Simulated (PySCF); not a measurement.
# Ge(8+): ionisation energy

Ge(8+) [Ar] 3d6 (5D) → Ge(9+) [Ar] 3d5 (6S), as a difference of total energies. Computed with PySCF 2.14 in an uncontracted even-tempered set (18 s from 0.4 bohr⁻², ratio 2.5; 12 p from 0.52 bohr⁻², ratio 2.5; 9 d from 0.52 bohr⁻², ratio 2.5; 4 f from 3 bohr⁻², ratio 2.7; 4 g from 4.5 bohr⁻², ratio 2.7), with no relativity, point nucleus. The calculations carry no spin-orbit coupling.

| method | ionisation energy (eV) |
| --- | --- |
| UHF | 206.75 |
| TPSSh | 209.43 |
| MN15 | 209.38 |

These non-relativistic numbers lack the scalar-relativistic shift.

The reference lies between the lowest fine-structure levels, while these numbers refer to the centres of the terms.

For comparison: 212.5 ± 2.1 eV (theoretical estimate listed by NIST; NIST Atomic Spectra Database, ionization energies).
